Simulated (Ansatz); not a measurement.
Computed with Ansatz on PBE0-D4/def2-TZVP structures; ΔE is electronic, products minus reactants. CCSD(T)/CBS is the MP2 limit (def2-TZVPP, def2-QZVPP) plus CCSD(T) − MP2 in def2-TZVPP, frozen cores. This one scheme is used for every species. Functionals use def2-TZVPP. B3LYP here is the variant with VWN-RPA as its local correlation; programs differ in this. def2 core potentials past Kr. For In outer-core shells are correlated without core-valence functions, which leaves a few kJ/mol of doubt a bond. One conformer a species, not always the lowest.

Consider the formal exchange of groups at the In–O bond: `[OH][InH][F]` + `OC(O)=S` → `O[C](=S)[InH][F]` + `OO`.

`[OH][InH][F]`:

Cartesian coordinates in Å:
```
O -0.445 0.359 1.330
In 0.150 -0.069 -0.495
F 0.018 1.580 -1.515
H -0.421 -0.390 1.929
H 0.698 -1.479 -1.249
```

`OC(O)=S`:

Cartesian coordinates in Å:
```
O -0.802 0.555 -0.361
C 0.129 -0.302 0.067
O 1.200 0.344 0.489
S -0.028 -1.920 0.069
H -1.556 0.026 -0.655
H 1.057 1.296 0.389
```

`O[C](=S)[InH][F]`:

Z-matrix (Å, degrees):
```
C
S 1 1.618
In 1 2.158 2 125.2
O 1 1.318 2 124.8 3 180.0
F 3 2.021 1 87.3 2 180.0
H 3 1.687 1 156.4 2 0.0
H 4 0.988 1 108.2 2 -180.0
```

`OO`:

Cartesian coordinates in Å:
```
O 0.522 -0.456 0.308
O -0.288 0.696 0.090
H 0.939 -0.556 -0.557
H -1.173 0.317 0.159
```

```
             level  ΔE (eV)  difference from CCSD(T)/CBS
          B3LYP-D4     3.60                        -0.16
           ωB97M-V     3.75                        -0.01
            B2PLYP     3.75                        -0.01
               PBE     3.46                        -0.30
            r2SCAN     3.71                        -0.05
SCS-MP2/def2-TZVPP     3.83                         0.07
   CCSD/def2-TZVPP     3.80                         0.04
CCSD(T)/def2-TZVPP     3.70                        -0.06
    MP2/def2-QZVPP     3.94                         0.18
SCS-MP2/def2-QZVPP     3.88                         0.12
       CCSD(T)/CBS     3.76                            0
```

Largest T1 diagnostic among the species: 0.019.

In def2-TZVPP, CCSD(T) changes the Hartree–Fock value by −0.59 eV (the triples alone add −0.10 eV) and MP2 by −0.39 eV. From PBE to PBE0 (25 % exact exchange), in def2-TZVPP and without D4, ΔE moves by +0.24 eV.
